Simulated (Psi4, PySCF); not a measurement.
dimethylsulfoxide (C₂H₆OS), singlet, geometry from GFN2-xTB. Base run: PySCF with HF/6-31G, TDHF.

Here is a job for PySCF.
```python
from pyscf import gto, scf, tdscf

mol = gto.Mole()
mol.atom = '''
    S    -0.006382    0.257897   -0.455835
    O    -0.012849    1.457810    0.378576
    C     1.370763   -0.798195    0.187247
    C    -1.350002   -0.827729    0.208628
    H     1.279876   -0.896771    1.263088
    H    -2.298108   -0.352210   -0.019971
    H     1.324893   -1.764772   -0.300458
    H     2.304614   -0.302248   -0.056141
    H    -1.290832   -1.793166   -0.279902
    H    -1.240103   -0.924125    1.282891
'''
mol.basis = '6-31g'
mol.charge = 0
mol.spin = 0
mol.verbose = 4
mol.build()

mf = scf.RHF(mol)
mf.kernel()
td = mf.TDHF()
td.nstates = 5
td.kernel()
td.analyze()
```

Programs used: Psi4, PySCF; a row that names a program was run with it.

Each row names what was changed in the base input (with any setting that the change needs).

| change | first excitation (eV) | oscillator strength of the first | second (eV) |
|---|---|---|---|
| base | 7.36 | 0.009 | 7.44 |
| functional = b3lyp | ___ | ___ | ___ |
| code = psi4 | 7.36 | 0.009 | 7.44 |
| functional = bhandhlyp | ___ | ___ | ___ |
| nstates = 2 | 7.36 | 0.009 | 7.44 |
| guess vectors = 13 for 5 states | 7.36 | 0.009 | 7.44 |
| states = triplets; response = Tamm-Dancoff | 6.16 | - | 6.26 |
| functional = wb97x | 6.16 | 0.063 | 6.52 |
| functional = pbe0 | ___ | ___ | ___ |
| nstates = 15 | 7.36 | 0.009 | 7.44 |

Question: Complete the blanks.

Answer: 
- functional = b3lyp, first excitation (eV): 5.87
- functional = b3lyp, oscillator strength of the first: 0.050
- functional = b3lyp, second (eV): 6.28
- functional = bhandhlyp, first excitation (eV): 6.41
- functional = bhandhlyp, oscillator strength of the first: 0.074
- functional = bhandhlyp, second (eV): 6.74
- functional = pbe0, first excitation (eV): 6.00
- functional = pbe0, oscillator strength of the first: 0.054
- functional = pbe0, second (eV): 6.40

An iterative solver can miss low states, so a row lists the states that it found.
